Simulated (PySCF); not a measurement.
Sn(Me)(OH) (CH4OSn), SMILES [Sn]([OH])[CH3] (connectivity only; charge and spin as stated), neutral, multiplicity 1.

Geometry optimised at PBE0-D3(BJ)/def2-SVP. The def2 effective core potentials stand for the cores of Sn; spin–orbit coupling is left out. One conformer was computed; it need not be the lowest.

Computed with TDA-ωB97X/def2-SVPD in PySCF 2.14.0.

Vertical excitations. Gas-phase values at a fixed geometry. State labels are in the subgroup Cs.

```json
[
 {"state": "S1", "symmetry": "A\"", "energy (eV)": "3.10", "λ (nm)": "400", "f": "0.044", "main pairs": "HOMO→LUMO 97 %"},
 {"state": "S2", "symmetry": "A'", "energy (eV)": "5.29", "λ (nm)": "234", "f": "0.124", "main pairs": "HOMO→LUMO+1 83 %"},
 {"state": "S3", "symmetry": "A\"", "energy (eV)": "5.59", "λ (nm)": "222", "f": "0.019", "main pairs": "HOMO−2→LUMO 96 %"},
 {"state": "S4", "symmetry": "A'", "energy (eV)": "6.18", "λ (nm)": "201", "f": "0.101", "main pairs": "HOMO−1→LUMO 76 %"},
 {"state": "S5", "symmetry": "A'", "energy (eV)": "6.43", "λ (nm)": "193", "f": "0.190", "main pairs": "HOMO→LUMO+2 85 %"},
 {"state": "S6", "symmetry": "A'", "energy (eV)": "6.65", "λ (nm)": "187", "f": "0.397", "main pairs": "HOMO→LUMO+3 83 %"},
 {"state": "S7", "symmetry": "A\"", "energy (eV)": "7.26", "λ (nm)": "171", "f": "0.026", "main pairs": "HOMO−1→LUMO+1 87 %"},
 {"state": "S8", "symmetry": "A'", "energy (eV)": "7.77", "λ (nm)": "160", "f": "0.228", "main pairs": "HOMO→LUMO+4 68 %, HOMO−2→LUMO+1 15 %"},
 {"state": "S9", "symmetry": "A\"", "energy (eV)": "7.96", "λ (nm)": "156", "f": "0.035", "main pairs": "HOMO−3→LUMO 93 %"},
 {"state": "S10", "symmetry": "A\"", "energy (eV)": "8.11", "λ (nm)": "153", "f": "0.080", "main pairs": "HOMO→LUMO+7 84 %"},
 {"state": "T1", "symmetry": "A\"", "energy (eV)": "2.24", "λ (nm)": "553", "f": "0", "main pairs": "HOMO→LUMO 98 %"},
 {"state": "T2", "symmetry": "A'", "energy (eV)": "4.52", "λ (nm)": "275", "f": "0", "main pairs": "HOMO→LUMO+1 91 %"},
 {"state": "T3", "symmetry": "A'", "energy (eV)": "5.10", "λ (nm)": "243", "f": "0", "main pairs": "HOMO−1→LUMO 96 %"},
 {"state": "T4", "symmetry": "A\"", "energy (eV)": "5.20", "λ (nm)": "239", "f": "0", "main pairs": "HOMO−2→LUMO 96 %"}
]
```
Triplets are in the Tamm–Dancoff approximation.
